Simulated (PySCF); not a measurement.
Cost of one run: shielding job, `C(=C)P(N(C)C)C`.

Method: GIAO PBE0/pcSseg-1 NMR shielding, non-relativistic, gas phase (PySCF 2.14.0, density-fitted response routines). Geometry: GFN2-xTB. Work: shieldings, charges and field gradients, density and orbital grids written, density fitting. The command runs a driver script over a list of jobs; the input below is this job's line of settings and its coordinates in Å.

Command:
```bash
OMP_NUM_THREADS=1 python probes_run.py task.json out
```

Input:
```
{"job": {"kind": "nmr", "xc": "PBE0", "basis": "pcSseg-1"}, "charge": 0, "multiplicity": 1}
C     -2.235643     1.944896     0.366792
C     -1.414121     0.938342     0.609159
P     -0.451675     0.098574    -0.700196
C     -1.285209    -1.549512    -0.495798
N      0.925838    -0.236015     0.326218
C      1.860841    -1.215002    -0.198529
C      1.637055     0.960499     0.742564
H     -2.360671     2.340505    -0.628416
H     -2.820487     2.415239     1.142655
H     -1.278717     0.540823     1.610145
H     -1.122712    -1.925435     0.513046
H     -2.350104    -1.410950    -0.674755
H     -0.909006    -2.264142    -1.225490
H      1.321715    -2.091194    -0.551083
H      2.530494    -1.521601     0.608678
H      2.475122    -0.825231    -1.020119
H      2.265721     1.383932    -0.050743
H      0.921476     1.718026     1.060139
H      2.280278     0.707498     1.588601
```

Hardware: Arm Neoverse V2, one thread, shared host with 32 logical CPUs at a one-minute load of 14. PySCF's memory limit was set to 1040 MB.

How large is the basis?

186 functions for 64 electrons, with 980 fitting functions; the fitted three-index integrals, 980 × 186 × 187/2 numbers of 8 bytes, come to 130 MiB.

How long does the run take?

About 28 s. The SCF took 13 cycles.

Estimate the peak memory.

About 0.84 GiB. Peak memory is the resident size of the whole Python process, interpreter and libraries included.

The SCF part of the output:
```
coarse grid: 15560 points
cycle   1  E = -593.2446037638  dE =  6.082e-01  |g| = 4.307e-01  |ddm| = 3.842e+00
cycle   2  E = -593.2363915960  dE =  8.212e-03  |g| = 4.723e-01  |ddm| = 8.853e-01
cycle   3  E = -593.2915619060  dE = -5.517e-02  |g| = 7.787e-02  |ddm| = 5.329e-01
cycle   4  E = -593.2926553402  dE = -1.093e-03  |g| = 3.471e-02  |ddm| = 1.051e-01
cycle   5  E = -593.2929273833  dE = -2.720e-04  |g| = 6.418e-03  |ddm| = 3.524e-02
cycle   6  E = -593.2929367372  dE = -9.354e-06  |g| = 2.916e-03  |ddm| = 9.612e-03
final grid: 143424 points
cycle   7  E = -593.3349564767  dE = -3.838e-05  |g| = 1.071e-02  |ddm| = 3.862e-02
cycle   8  E = -593.3349390138  dE =  1.746e-05  |g| = 1.374e-02  |ddm| = 2.118e-02
cycle   9  E = -593.3349844624  dE = -4.545e-05  |g| = 1.745e-03  |ddm| = 1.297e-02
cycle  10  E = -593.3349851833  dE = -7.209e-07  |g| = 2.169e-04  |ddm| = 1.548e-03
cycle  11  E = -593.3349851929  dE = -9.527e-09  |g| = 1.151e-04  |ddm| = 3.482e-04
cycle  12  E = -593.3349851960  dE = -3.109e-09  |g| = 3.428e-05  |ddm| = 1.361e-04
cycle  13  E = -593.3349851962  dE = -2.426e-10  |g| = 1.079e-05  |ddm| = 4.281e-05
converged SCF energy = -593.3349851962
```

On the final grid dE counts from the start density on that grid.

Times come from a shared host and carry two figures at best.
